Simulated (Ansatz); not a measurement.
Several settings on one geometry of La₃⁺ (that of the charge 1 singlet, PBE-D4/def2-TZVP). Ansatz on 2 threads of Arm Neoverse V1 on a shared host; times are rough.

```tsv
atom	x (Å)	y (Å)	z (Å)
La1	1.624	1.099	-0.471
La2	-0.130	-1.409	1.436
La3	-1.494	0.310	-0.965
```

Totals from different functionals, basis sets or treatments of relativity can't be compared as stabilities.

In the def2 sets La takes a core potential; there is no spin–orbit coupling. LC-ωPBE has ω = 0.4 bohr⁻¹.

At PBE-D4/def2-TZVP a triplet lies 0.54 eV below the restricted singlet of charge 1, at its own geometry.

Question: Give the basis size and estimate the energy, ⟨S²⟩ and time of these runs.

```json
{"run": "1", "method": "RKS revPBE0-D3(BJ)/def2-SVP", "charge": "1", "state": "singlet", "further keys": "nuclear_model: gaussian; scf: {omitted_lower_state_checks: [starts]}; forces asked"}
{"run": "2", "method": "RKS LC-ωPBE/def2-SVP", "charge": "1", "state": "singlet", "further keys": "–"}
{"run": "3", "method": "RKS BHLYP-D4/def2-mTZVP", "charge": "1", "state": "singlet", "further keys": "scf: {omitted_lower_state_checks: [starts]}"}
{"run": "4", "method": "RKS PBE0/def2-TZVP", "charge": "1", "state": "singlet", "further keys": "scf: {omitted_lower_state_checks: [starts]}; forces asked"}
{"run": "5", "method": "RKS B97/def2-TZVPD", "charge": "1", "state": "singlet", "further keys": "final_grid: {core_spheres: 5, valence_spheres: 4, degree: 11}; scf: {omitted_lower_state_checks: [starts]}; forces asked"}
{"run": "6", "method": "RKS rPW86-PBE/def2-SVP", "charge": "1", "state": "singlet", "further keys": "scf: {omitted_lower_state_checks: [starts]}; forces asked"}
{"run": "7", "method": "RKS PBEsol/def2-mTZVP", "charge": "1", "state": "singlet", "further keys": "–"}
```

Answer: 
| run | functions | energy (Eh) | ⟨S²⟩ | wall time |
| --- | --- | --- | --- | --- |
| 1 | 96 | -94.4505 | – | 11 s |
| 2 | 96 | -94.3725 | – | 19 s |
| 3 | 99 | -94.1393 | – | 12 s |
| 4 | 120 | -94.3905 | – | 18 s |
| 5 | 129 | -94.3942 | – | 10 s |
| 6 | 96 | -94.6657 | – | 30 s |
| 7 | 99 | -94.2734 | – | 27 s |

The restricted singlet is unstable towards broken spin symmetry in Hartree–Fock (as tested in another run); at RKS revPBE0-D3(BJ)/def2-SVP, RKS LC-ωPBE/def2-SVP, RKS BHLYP-D4/def2-mTZVP, RKS PBE0/def2-TZVP and others this wasn't settled.
